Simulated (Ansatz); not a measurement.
Ge3O7H2. Total charge 0; singlet. Geometry r2SCAN-D4/def2-SVP.

```csv
atom,x (Å),y (Å),z (Å)
Ge1,-2.137,-0.214,0.289
Ge2,0.272,1.824,-0.129
Ge3,0.842,-0.874,-0.217
O4,0.797,0.554,-1.271
O5,-1.424,1.402,0.230
O6,1.290,1.348,1.287
O7,-3.708,-0.559,0.539
O8,1.823,-2.220,-0.699
O9,1.360,-0.118,1.347
O10,-0.852,-1.393,-0.017
H11,1.291,-3.020,-0.828
H12,0.444,3.270,-0.532
```

The structure holds one bond between oxygen atoms, so isomers without such links may lie far lower. Another isomer (singlet) lies 0.03 eV lower at PBE-D4/def2-TZVP; other spin states weren't run for this one.

Task: Estimate the orbital energies around the gap (eV) in Ansatz with PBE-D4/def2-TZVP, r2SCAN-D4/def2-TZVP, PBE0-D4/def2-TZVP.

Result: 
```json
{"orbital": "HOMO−5", "PBE-D4/def2-TZVP": "-8.72", "r2SCAN-D4/def2-TZVP": "-9.17", "PBE0-D4/def2-TZVP": "-10.47"}
{"orbital": "HOMO−4", "PBE-D4/def2-TZVP": "-8.34", "r2SCAN-D4/def2-TZVP": "-8.77", "PBE0-D4/def2-TZVP": "-10.07"}
{"orbital": "HOMO−3", "PBE-D4/def2-TZVP": "-7.87", "r2SCAN-D4/def2-TZVP": "-8.25", "PBE0-D4/def2-TZVP": "-9.53"}
{"orbital": "HOMO−2", "PBE-D4/def2-TZVP": "-7.24", "r2SCAN-D4/def2-TZVP": "-7.57", "PBE0-D4/def2-TZVP": "-8.69"}
{"orbital": "HOMO−1", "PBE-D4/def2-TZVP": "-6.89", "r2SCAN-D4/def2-TZVP": "-7.24", "PBE0-D4/def2-TZVP": "-8.52"}
{"orbital": "HOMO", "PBE-D4/def2-TZVP": "-6.51", "r2SCAN-D4/def2-TZVP": "-6.90", "PBE0-D4/def2-TZVP": "-8.28"}
{"orbital": "LUMO", "PBE-D4/def2-TZVP": "-3.28", "r2SCAN-D4/def2-TZVP": "-3.06", "PBE0-D4/def2-TZVP": "-2.31"}
{"orbital": "LUMO+1", "PBE-D4/def2-TZVP": "-2.82", "r2SCAN-D4/def2-TZVP": "-2.57", "PBE0-D4/def2-TZVP": "-1.63"}
{"orbital": "LUMO+2", "PBE-D4/def2-TZVP": "-1.95", "r2SCAN-D4/def2-TZVP": "-1.76", "PBE0-D4/def2-TZVP": "-1.08"}
{"orbital": "LUMO+3", "PBE-D4/def2-TZVP": "-1.79", "r2SCAN-D4/def2-TZVP": "-1.44", "PBE0-D4/def2-TZVP": "-0.72"}
{"orbital": "LUMO+4", "PBE-D4/def2-TZVP": "-0.86", "r2SCAN-D4/def2-TZVP": "-0.44", "PBE0-D4/def2-TZVP": "0.14"}
{"orbital": "LUMO+5", "PBE-D4/def2-TZVP": "-0.47", "r2SCAN-D4/def2-TZVP": "-0.10", "PBE0-D4/def2-TZVP": "0.52"}
```
